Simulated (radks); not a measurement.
Question: Hf+, 71 electrons, occupied as [Xe] 4f14 5d1 6s2 (the NIST ground configuration). All-electron calculation, Dirac Kohn-Sham, BLYP, spin-unpolarised, spherical densities, finite nucleus; open shells fill j = l - 1/2 first; Fermi nuclear charge, rms radius 5.347 fm. Program: a radial shooting solver on a logarithmic mesh with Libxc functionals. Some entries of the table are withheld. Estimate them.

orbital,occ.,eigenvalue (eV),<r> (bohr)
1s1/2,2,-65194.07,0.01899
2s1/2,2,-11150.40,0.07978
2p1/2,2,-10652.49,(1)
2p3/2,4,-9460.315,(2)
3s1/2,2,(3),0.2082
3p1/2,2,-2325.903,(4)
3p3/2,4,-2070.438,(5)
3d3/2,4,-1694.904,0.1863
3d5/2,6,-1639.178,0.1908
4s1/2,2,-520.0448,0.4682
4p1/2,2,-429.3122,0.4746
4p3/2,4,-370.8125,0.5075
4d3/2,4,-221.4952,0.5286
4d5/2,6,-210.7841,0.5401
5s1/2,2,-75.7985,1.134
5p1/2,2,-50.0288,1.261
5p3/2,4,-42.1657,1.369
4f5/2,6,-26.6690,0.6697
4f7/2,8,-24.9233,0.6822
6s1/2,2,-11.7237,3.120
5d3/2,1,-10.8303,2.138
5d5/2,0,-10.2708,2.212

Answer: 
(1) 2p1/2 <r> (bohr): 0.06612
(2) 2p3/2 <r> (bohr): 0.07384
(3) 3s1/2 eigenvalue (eV): -2547.194
(4) 3p1/2 <r> (bohr): 0.1981
(5) 3p3/2 <r> (bohr): 0.2125
